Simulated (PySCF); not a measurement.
SiH₂Br₂, SMILES Br[SiH2]Br. Heavy atoms are numbered as in [SiH2:1]([Br:2])[Br:3]. Hydrogens are named by the atom that carries them.

Coordinates come from a r2SCAN-D4/def2-SVP optimisation.

The numbers are results of B3LYP/pcSseg-1 in PySCF, not measurements.

GIAO shieldings, no solvent; atoms alike by connectivity are averaged. δ = σ(ref) − σ: ²⁹Si against TMS (σ = 338.7 ppm); ¹H against TMS (σ = 31.68 ppm), references at their B3LYP-D3(BJ)/def2-TZVP geometries, non-relativistic (without spin–orbit terms, shifts of atoms bonded to Cl or Br come out too high).

```
nucleus       atoms  count  δ (ppm)
-------  ----------  -----  -------
²⁹Si     Si1 (SiH2)      1     16.8
¹H         H on Si1      2     6.37
```
